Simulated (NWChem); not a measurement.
Molecule: PbNH2Br, singlet; SMILES [Pb]([Br])[NH2]

```xyz
5

Pb     0.2194     0.7129     0.0000
Br     0.0029    -1.9320     0.0000
N     -1.8838     1.0037     0.0000
H     -2.5441     0.2306     0.0000
H     -2.3598     1.9015     0.0000
```
Atoms are numbered in this order, from 1.

Program: NWChem. Low-valent species are run as closed-shell singlets; no triplet was tried in these runs. Geometry: optimised at PBE0/def2-SVP. No frequency run checked for a minimum. def2 effective core potentials on Pb; no spin-orbit coupling. Ions are spin-unrestricted doublets at the neutral geometry; other ion states weren't tried.

For level PBE/def2-SVP:

* **vertical ionisation energy, ΔSCF (eV)**: 8.71
* **−ε(HOMO) (eV)**: 5.73

How do the values read with level CAM-B3LYP/def2-SVP instead?


- vertical ionisation energy, ΔSCF (eV) = 9.02
- −ε(HOMO) (eV) = 8.28
